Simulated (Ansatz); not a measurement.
GaSn₆⁺. The state is a singlet with charge 1. Geometry B3LYP-D4/def2-SVP; atoms count from 1.

Cartesian coordinates in Å:
```
Ga -3.3546 0.8217 -0.9626
Sn -0.6546 -0.6147 -0.7242
Sn 1.5035 1.7277 -0.3985
Sn 0.2663 -0.1576 2.3068
Sn 2.3454 -0.9728 0.3971
Sn 1.0439 -2.7774 -1.4695
Sn -1.1498 1.9730 0.8509
```

In the def2 sets Sn takes a core potential; there is no spin–orbit coupling. Another isomer (singlet) lies 0.45 eV lower at PBE0-D4/def2-TZVP; other spin states weren't run for this one.

Estimate the Mulliken populations from the PBE0/def2-TZVP orbitals of Ansatz.


```csv
atom,charge (e)
Ga1,0.40
Sn2,-0.13
Sn3,0.19
Sn4,0.19
Sn5,0.01
Sn6,0.33
Sn7,0.01
```
Mulliken values and Mayer orders depend strongly on the basis.

And the Mayer bond orders between bonded heavy atoms (over 0.3)?

Ga1–Sn2 0.34 (3.07 Å); Ga1–Sn7 0.43 (3.08 Å); Sn2–Sn3 0.48 (3.20 Å); Sn2–Sn4 0.49 (3.20 Å); Sn2–Sn5 0.51 (3.22 Å); Sn2–Sn6 0.90 (2.85 Å); Sn2–Sn7 0.56 (3.07 Å); Sn3–Sn5 0.72 (2.94 Å); Sn3–Sn7 0.78 (2.94 Å); Sn4–Sn5 0.72 (2.94 Å); Sn4–Sn7 0.78 (2.94 Å); Sn5–Sn6 0.85 (2.90 Å). Values over 0.3 also appear between atoms too far apart for a bond (Sn3–Sn4 0.39 at 3.52 Å); they arise where an orbital or an unpaired electron spreads over both atoms.
